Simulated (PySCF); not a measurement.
**$^{17}$O chemical shifts**

Computed data (PySCF 2.14.0 with density-fitted response routines): shieldings: GIAO PBE0/pcSseg-1, geometry: GFN2-xTB. One averaged value for each set of equivalent atoms, one computed conformer, non-relativistic, no solvent model.

Shieldings were converted by a linear fit to measured shifts: $^{17}$O (scatter 10.7 ppm rms, 12.2 ppm with the 3 outliers that the fit left out vs liquid water, solution or neat liquid). Occasional misses reach two or three times the rms, and more in compound classes unlike the fitted ones.

Task: Give the $^{17}$O shifts of `C=C(C[SiH3])O[SiH2]O`, `C=C[C@H]1OCOC1=O`, `O=C(CC[SiH3])O[SiH3]`, `CO[Si@@H]1C[C@@H](C#N)[SiH2]N1`, `CO[C@@H]1C[Si@@H]1O[SiH3]`, `C=C(OC)C(=O)C=O`, `O=S1(=O)[C@H]2CC[C@@H]1CC2`.

Result: 
```
                                                          compound                 environment  δ (ppm)
                 [CH2:1]=[C:2]([CH2:3][SiH3:4])[O:5][SiH2:6][OH:7]  O5: oxygen bonded to C, Si    101.5
                 [CH2:1]=[C:2]([CH2:3][SiH3:4])[O:5][SiH2:6][OH:7]  O7: oxygen bonded to Si, H      6.6
               [CH2:1]=[CH:2][C@H:3]1[O:4][CH2:5][O:6][C:7]1=[O:8]   O8: ester carbonyl oxygen    337.2
               [CH2:1]=[CH:2][C@H:3]1[O:4][CH2:5][O:6][C:7]1=[O:8]     O6: ester alkoxy oxygen    164.7
               [CH2:1]=[CH:2][C@H:3]1[O:4][CH2:5][O:6][C:7]1=[O:8]            O4: ether oxygen     21.5
                  [O:1]=[C:2]([CH2:3][CH2:4][SiH3:5])[O:6][SiH3:7]         O1: carbonyl oxygen    363.5
                  [O:1]=[C:2]([CH2:3][CH2:4][SiH3:5])[O:6][SiH3:7]  O6: oxygen bonded to C, Si    136.7
                                    CO[Si@@H]1C[C@@H](C#N)[SiH2]N1      oxygen bonded to C, Si     -0.1
               [CH3:1][O:2][C@@H:3]1[CH2:4][Si@@H:5]1[O:6][SiH3:7]            O2: ether oxygen    -16.8
               [CH3:1][O:2][C@@H:3]1[CH2:4][Si@@H:5]1[O:6][SiH3:7]   O6: oxygen bonded to 2 Si    -62.2
              [CH2:1]=[C:2]([O:3][CH3:4])[C:5](=[O:6])[CH:7]=[O:8]         O8: aldehyde oxygen    615.3
              [CH2:1]=[C:2]([O:3][CH3:4])[C:5](=[O:6])[CH:7]=[O:8]           O6: ketone oxygen    531.7
              [CH2:1]=[C:2]([O:3][CH3:4])[C:5](=[O:6])[CH:7]=[O:8]            O3: ether oxygen     66.5
[O:1]=[S:2]1(=[O:3])[C@H:4]2[CH2:5][CH2:6][C@@H:7]1[CH2:8][CH2:9]2              O3: S=O oxygen    120.7
[O:1]=[S:2]1(=[O:3])[C@H:4]2[CH2:5][CH2:6][C@@H:7]1[CH2:8][CH2:9]2              O1: S=O oxygen    120.6
```
